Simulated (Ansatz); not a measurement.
A nudged elastic band was laid between two geometries of Cl3GaH4OSi (10 atoms, charge 0, multiplicity 1).

The calculation used RKS B3LYP/def2-SVP (Ansatz 0.2.0).

* movable images: 9
* climbing image: yes
* spring: 5.0 eV/Å²
* optimiser: quadratic models (default)
* start path: through a guess of the saddle point
* force threshold: 0.05 eV/Å
* iteration limit: 60
* end points: relaxed

Initial state:

```xyz
10
Properties=species:S:1:pos:R:3
Ga -0.027 -0.007 0.190
Cl 0.274 0.660 2.244
Cl 1.631 0.166 -1.188
Cl -2.024 0.140 -0.653
O -0.028 -2.006 0.704
Si -0.692 -3.378 -0.118
H 0.148 -4.541 0.269
H -2.096 -3.577 0.316
H -0.571 -3.043 -1.552
H 0.134 -2.051 1.662
```

Final state:

```xyz
10
Properties=species:S:1:pos:R:3
Ga -0.025 -0.005 0.191
Cl 0.460 0.636 2.216
Cl 1.613 -0.475 -1.157
Cl -1.849 0.734 -0.707
O -0.524 -1.920 0.778
Si -0.601 -3.391 -0.131
H 0.692 -4.107 -0.006
H -1.702 -4.194 0.458
H -0.893 -2.957 -1.512
H -0.423 -1.957 1.744
```

(1) What changes between the two ends?

(2) Give the energies along the band, and the barrier.

(3) What is the geometry of the highest image?

Results:

(1) No bond is made or broken.

(2) The forces met the threshold. The highest image is number 5 of 0 to 10, 0.5 kJ/mol above the ends, which have the same energy within 2 meV. The top lies less than 8 meV above the higher end, about what the thresholds resolve: the motion is nearly free. A vibrational analysis at the climbing image gives no mode beyond 40i cm⁻¹: the surface is too flat there to confirm a saddle point.

```json
{"image": "0", "path coordinate (Å)": "0.00", "energy (kJ/mol)": "0.0"}
{"image": "1", "path coordinate (Å)": "0.18", "energy (kJ/mol)": "0.1"}
{"image": "2", "path coordinate (Å)": "0.35", "energy (kJ/mol)": "0.2"}
{"image": "3", "path coordinate (Å)": "0.53", "energy (kJ/mol)": "0.3"}
{"image": "4", "path coordinate (Å)": "0.71", "energy (kJ/mol)": "0.4"}
{"image": "5", "path coordinate (Å)": "0.89", "energy (kJ/mol)": "0.5"}
{"image": "6", "path coordinate (Å)": "1.08", "energy (kJ/mol)": "0.5"}
{"image": "7", "path coordinate (Å)": "1.26", "energy (kJ/mol)": "0.5"}
{"image": "8", "path coordinate (Å)": "1.45", "energy (kJ/mol)": "0.3"}
{"image": "9", "path coordinate (Å)": "1.64", "energy (kJ/mol)": "0.2"}
{"image": "10", "path coordinate (Å)": "1.83", "energy (kJ/mol)": "0.1"}
```

(3) 
```xyz
10
Properties=species:S:1:pos:R:3:forces:R:3
Ga -0.004 -0.002 0.156 0.00 0.01 0.00
Cl 0.353 0.712 2.186 0.00 0.00 0.00
Cl 1.684 -0.137 -1.193 0.00 0.00 0.00
Cl -1.939 0.391 -0.738 0.00 0.00 0.00
O -0.231 -1.964 0.760 0.01 0.02 0.00
Si -0.672 -3.400 -0.094 0.00 -0.01 0.00
H 0.420 -4.389 0.083 0.00 0.00 0.00
H -1.940 -3.907 0.487 0.00 0.00 0.00
H -0.819 -2.960 -1.496 0.00 0.00 0.00
H -0.104 -1.982 1.723 0.00 -0.01 0.00
```

Run time: 7.5 min on 4 threads of Arm Neoverse V2 (shared host), peak memory 0.44 GiB.
